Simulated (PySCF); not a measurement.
## Ir⁺ (iridium, charge +1) across methods

[Xe] 4f14 5d7 6s1, high-spin 5F determinant. All numbers are calculated (PySCF 2.14, scalar relativity through the core potential, in def2-TZVPPD with the def2 core potential (60 electrons) (6s5p3d2f1g, 59 functions)).

```csv
method,E (hartree),mean ε 5d α (eV),mean ε 5d β (eV),mean ε 6s α (eV),Σ⟨r²⟩ (bohr²),⟨S²⟩
PBE0,-103.9073,-18.012,-15.852,-14.987,42.44,6.001
PBE,-103.9432,-16.352,-14.348,-14.218,42.64,6.001
wB97X,-103.9175,-20.258,-18.385,-16.605,42.34,6.002
BP86,-104.0307,-16.425,-14.541,-14.361,42.58,6.001
LDA,-103.7078,-16.463,-14.415,-14.498,42.82,6.001
PW91,-103.9914,-16.417,-14.429,-14.290,42.64,6.001
UHF,-103.18766,-22.215,-19.428,-16.620,42.53,6.004
r2SCAN,-103.9603,-16.821,-14.435,-14.549,42.30,6.002
M06-L,-103.9874,-16.465,-14.509,-13.766,42.11,6.003
```

Energies and moments cover only the electrons outside the core potential. Spin-orbit coupling, absent here, splits the open shell strongly.
